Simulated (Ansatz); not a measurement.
Gas-phase electronic energies from Ansatz, PBE0-D4/def2-TZVP geometries. CCSD(T)/CBS adds triple-zeta CCSD(T) − MP2 to the extrapolated MP2 energy (def2 sets, frozen cores). This one scheme is used for every species. DFT in def2-TZVPP. Each species was taken in one conformer, which may not be the lowest.

Consider the ligand exchange at the Si–O bond: `O[SiH](O)[SiH](O)F` + HCl → `O[Si@H](Cl)[Si@@H](O)F` + H₂O.

`O[SiH](O)[SiH](O)F`:

```xyz
11

O    -0.474    1.884    1.100
Si   -0.454    0.253    0.887
O    -1.717   -0.296   -0.033
Si    1.315   -0.529   -0.456
O     0.710   -0.693   -1.969
F     1.809   -1.939    0.122
H    -0.338    2.443    0.334
H    -0.545   -0.275    2.271
H    -2.603   -0.257    0.331
H     2.522    0.321   -0.575
H    -0.226   -0.910   -2.012
```

HCl:

Cartesian coordinates in Å:
```
Cl -0.169 -0.602 0.132
H 0.169 0.602 -0.132
```

`O[Si@H](Cl)[Si@@H](O)F`:

Cartesian coordinates in Å:
```
O 1.077 -0.217 1.773
Si 0.505 -1.071 0.501
F -0.468 -2.246 0.981
Si -0.764 0.384 -0.845
O 0.140 1.304 -1.855
Cl -1.713 1.571 0.573
H 0.469 0.399 2.190
H 1.686 -1.699 -0.131
H -1.814 -0.218 -1.694
H 0.881 1.793 -1.494
```

H₂O:

Z-matrix (Å, degrees):
```
O
H 1 0.960
H 1 0.960 2 105.1
```

```csv
species,PBE-D4 energy (Eh)
`O[SiH](O)[SiH](O)F`,-907.26844
HCl,-460.62759
`O[Si@H](Cl)[Si@@H](O)F`,-1291.51876
H₂O,-76.38027
```

(1) Work out ΔE.

(2) What do rigid-rotor, harmonic-oscillator terms from PBE0-D4/def2-TZVP frequencies (298.15 K, 1 bar) make of the CCSD(T)/CBS value? (Estimate.)

Largest T1 diagnostic among the species: 0.013.

Answers

(1) ΔE = (-1291.51876) + (-76.38027) − (-907.26844) − (-460.62759) = -0.00300 Eh = -7.9 kJ/mol. CCSD(T)/CBS gives -3.1 kJ/mol.

(2) The calculation gave: ΔZPE = +5.0 kJ/mol, ΔH = +2.9 kJ/mol, ΔS = 8 J/(mol·K), ΔG = +0.5 kJ/mol. Modes under 50 cm⁻¹ make the entropy rough.

Leaving LDA and LC-ωPBE aside and taking each functional with its dispersion term where it has one, the values, not all of them listed here, spread over 15.2 kJ/mol, from revPBE-D4 to CAM-B3LYP-D4. LDA lies +6.2 kJ/mol from PBE without D4. At CCSD(T), def2-SVP lies +7.9 kJ/mol from the extrapolated value and def2-TZVPP +6.5 kJ/mol. The D4 term adds −4.0 kJ/mol with B3LYP and −2.1 kJ/mol with PBE0; it sums over pairs of atoms, weighted by their polarisabilities, and B3LYP, whose exchange is more repulsive, gets the larger term.

B3LYP here is the variant with VWN-RPA as its local correlation; programs differ in this.
